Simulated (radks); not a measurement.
The numbers below are computed, except where a source is named.
Mean orbital radii <r> (bohr) of the cerium ion Ce+, [Xe] 4f1 5d2, of relativity; Dirac values are averaged over j with weights 2j + 1. Spin-unpolarised spherical Kohn-Sham, PBE, point nucleus unless stated (finite: rms radius 4.8771 fm), a radial shooting solver on a logarithmic mesh with Libxc functionals. A level marked "c x" has the speed of light scaled by that factor and shares open shells by 2j + 1; other Dirac levels either fill j = l - 1/2 first or share by 2j + 1.

| shell | non-rel. |
|---|---|
| 3s | 0.2934 |
| 3p | 0.2833 |
| 3d | 0.2542 |
| 4s | 0.6678 |
| 4p | 0.6879 |
| 4d | 0.7411 |
| 5s | 1.597 |
| 5p | 1.798 |
| 4f | 1.037 |
| 5d | 2.771 |
| 6s (empty) | 4.318 |
| 6p (empty) | 5.319 |

Give the values at the level "Dirac, c x 0.75".

Answer. 
shell       Dirac, c x 0.75  change of magnitude (%)
3s                   0.2655                    -9.54
3p                   0.2704                    -4.58
3d                   0.2534                    -0.32
4s                   0.6115                    -8.43
4p                   0.6631                    -3.62
4d                   0.7479                    +0.92
5s                    1.461                    -8.55
5p                    1.746                    -2.88
4f                    1.203                   +16.05
5d                    2.910                    +5.01
6s (empty)            3.941                    -8.73
6p (empty)            5.164                    -2.93
